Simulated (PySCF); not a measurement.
CdCl, SMILES [Cl][Cd] (connectivity only; charge and spin as stated), neutral, multiplicity 2. Atoms are numbered in the order given.

```xyz
2

Cd     0.0000     0.0000    -0.6176
Cl     0.0000     0.0000     1.7437
```
Charge 0, spin multiplicity 2.

Geometry: r2SCAN-D4/def2-TZVPD. The spin state was assumed, not searched. The def2 effective core potentials stand for the cores of Cd; spin–orbit coupling is left out.

Method: PySCF with r2SCAN/def2-TZVPD.

Mulliken values depend strongly on the basis, most of all with diffuse functions as here. ESP charges are fitted to the potential on shells at 1.4 to 2.0 van der Waals radii. Atomic charges (e):

```tsv
atom	Mulliken	ESP fit	Mulliken spin
Cd1	0.43	…	0.82
Cl2	-0.43	…	0.18
```

Problem. Complete the blanks. (Estimate from the structure and the level; the computed values follow.)

Solution. 
- Cd1, ESP fit: 0.35
- Cl2, ESP fit: -0.35
